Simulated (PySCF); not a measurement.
Static response to an electric field

SnMe3(NHiPr), C6H17NSn.
Cartesian coordinates in Å at the PBE0-D3(BJ)/def2-SVP level; atoms count from 1:
```
atom  x, y, z in Å
Sn1    0.5004    0.5000    0.9396
C2     0.2971    0.3644    3.0768
H3     0.5773   -0.6443    3.4132
H4    -0.7395    0.5647    3.3829
H5     0.9534    1.0946    3.5720
C6     2.5728    0.4983    0.3665
H7     2.9981   -0.4988    0.5486
H8     3.1316    1.2380    0.9585
H9     2.6847    0.7424   -0.6990
C10   -0.4873    2.2664    0.1832
H11   -0.0565    3.1667    0.6463
H12   -1.5611    2.2282    0.4162
H13   -0.3647    2.3408   -0.9070
N14   -0.3439   -1.2602    0.2889
C15   -0.7736   -1.5084   -1.0738
C16    0.2925   -1.0509   -2.0583
C17   -2.1324   -0.8934   -1.4131
H18   -1.0328   -1.6042    0.9541
H19   -0.8721   -2.6063   -1.1999
H20    0.4093    0.0472   -2.0326
H21    0.0255   -1.3230   -3.0901
H22    1.2658   -1.5030   -1.8172
H23   -2.0866    0.2067   -1.3536
H24   -2.4648   -1.1673   -2.4279
H25   -2.9032   -1.2349   -0.7039
```

Level: B3LYP/def2-SVPD (PySCF), static field, nuclei fixed, core orbitals frozen in the response. The polarisability tensor in these axes (au):

```
x   125.20   1.04   4.30
y     1.04 119.51   5.64
z     4.30   5.64 130.21
```

Give the principal values, the mean and the anisotropy Δα = √{½[(α1 − α2)² + (α2 − α3)² + (α1 − α3)²]}.

Principal values 117.01, 123.26 and 134.65 au; mean 124.97 au = 18.52 Å³ = 20.61 × 10⁻⁴⁰ C²·m²/J; Δα = 15.50 au (12 % of the mean).

What is the dipole moment, and where does it point?

(-0.34, 0.56, 0.12) D, 0.67 D in size, pointing from the negative to the positive side. Measured along this direction, the outermost atoms are H22 at the negative end and H11 and H12 at the positive end.

Directions of the eigenvectors, and the extent of the frame along each?

Largest value along (0.42, 0.34, 0.84), where the nuclei span 7.25 Å; middle along (0.90, -0.27, -0.34), 4.79 Å; least along (0.11, 0.90, -0.42), 4.53 Å. The response follows the extents in order.

Rayleigh depolarisation ratio (linearly polarised light, static tensor)?

ρ = 3Δα²/(45ᾱ² + 4Δα²) = 720.4/(702819 + 960.5) = 0.00102.

What would n − 1 = 2πNα be for an ideal gas of these molecules at 500 K and 1 atm, electronic part alone?

N = p/kT = 1.4678 × 10¹⁹ cm⁻³, so n − 1 = 2π × N × 18.52 × 10⁻²⁴ cm³ = 1708 × 10⁻⁶ at long wavelengths.

Isolated species at its PBE0-D3(BJ)/def2-SVP geometry (one conformer only). Atoms past krypton carry effective core potentials; spin–orbit coupling is left out.
